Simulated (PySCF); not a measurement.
Predicted microwave data (PBE0/pcSseg-1 in PySCF (dipole) on a GFN2-xTB geometry, gas phase) for one isomer of C6H6O2:

- Rotational constants: A = 3830, B = 1836, C = 1241 MHz
- Dipole components: |μa| = 0.00 D, |μb| = 2.35 D, |μc| = 0.00 D
- Inertial defect: 0.00 u·Å²
- κ: -0.54

Question: Which candidate fits, each taken in the one conformer that was computed?
A. `[CH3:1][CH2:2][C:3]#[C:4][C:5](=[O:6])[CH:7]=[O:8]` with C4–C5–C7–O8 0°
B. `[OH:1][c:2]1[cH:3][cH:4][cH:5][c:6]([OH:7])[cH:8]1` with H–O1–C2–C3 0°, C5–C6–O7–H 0° (resorcinol)
C. `[CH:1]#[C:2][CH2:3][C:4](=[CH2:5])[C:6](=[O:7])[OH:8]` with C2–C3–C4–C5 102°, C3–C4–C6–O7 172°, C4–C6–O8–H 179°
D. `[O:1]=[CH:2][C:3]1=[CH:4][O:5][CH:6]=[CH:7][CH2:8]1` with O1–C2–C3–C4 180°
E. `[CH:1]#[C:2]/[CH:3]=[CH:4]\[C:5](=[O:6])[O:7][CH3:8]` with C3–C4–C5–O6 0°, C4–C5–O7–C8 180°

Answer: B. It is Oc1cccc(O)c1, an asymmetric top, point group C2v. The candidates at the same level (rigid rotor, commonest isotopes):

```json
{"SMILES": "CCC#CC(=O)C=O", "A (MHz)": "3675", "B (MHz)": "1091", "C (MHz)": "850.2", "μa (D)": "2.87", "μb (D)": "0.14", "μc (D)": "0.00", "Δ (u·Å²)": "-6.28", "point group": "Cs", "rotor": "asymmetric top"}
{"SMILES": "O=CC1=COC=CC1", "A (MHz)": "5004", "B (MHz)": "1549", "C (MHz)": "1192", "μa (D)": "2.96", "μb (D)": "0.64", "μc (D)": "0.00", "Δ (u·Å²)": "-3.10", "point group": "Cs", "rotor": "asymmetric top"}
{"SMILES": "C#C/C=C\\C(=O)OC", "A (MHz)": "5531", "B (MHz)": "1212", "C (MHz)": "1000", "μa (D)": "0.63", "μb (D)": "1.09", "μc (D)": "0.00", "Δ (u·Å²)": "-3.17", "point group": "Cs", "rotor": "near-prolate asymmetric top"}
{"SMILES": "Oc1cccc(O)c1", "A (MHz)": "3830", "B (MHz)": "1836", "C (MHz)": "1241", "μa (D)": "0.00", "μb (D)": "2.35", "μc (D)": "0.00", "Δ (u·Å²)": "0.00", "point group": "C2v", "rotor": "asymmetric top"}
{"SMILES": "C#CCC(=C)C(=O)O", "A (MHz)": "3113", "B (MHz)": "1615", "C (MHz)": "1280", "μa (D)": "1.00", "μb (D)": "0.20", "μc (D)": "1.14", "Δ (u·Å²)": "-80.39", "point group": "C1", "rotor": "asymmetric top"}
```

`C#CCC(=C)C(=O)O` has A 19 % too low; `CCC#CC(=O)C=O` has B 41 % too low; `C#C/C=C\C(=O)OC` has A 44 % too high; `O=CC1=COC=CC1` has A 31 % too high. In the right answer the symmetry axis of this C2v structure is b, so μa and μc vanish by symmetry. No structure here is proved a minimum.
